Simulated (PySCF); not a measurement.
B(H)2(SeH) (BH3Se), SMILES B[SeH]. Coordinates come from a PBE0-D3(BJ)/def2-TZVP optimisation.

Level of theory: PBE0-D3(BJ)/def2-TZVP in PySCF.

Harmonic wavenumbers (cm⁻¹): 603, 606, 706, 878, 917, 1175, 2434, 2616, 2729. Rotational constants (GHz): 117.2, 11.39, 10.38; symmetry number 1.

Problem. Work out the zero-point energy and the ideal-gas rigid-rotor harmonic-oscillator thermochemistry at 298.15 K and 1 atm.

Solution. ZPE = ½ Σ hcν = ½ × 12663 cm⁻¹ = 75.74 kJ/mol. H − E(el) = 87.11 kJ/mol. Entropy in J/(mol K): translation 165.25, rotation 86.51, vibration 6.33, total 258.09. G − E(el) = 10.16 kJ/mol. Cp = 50.40 J/(mol K).
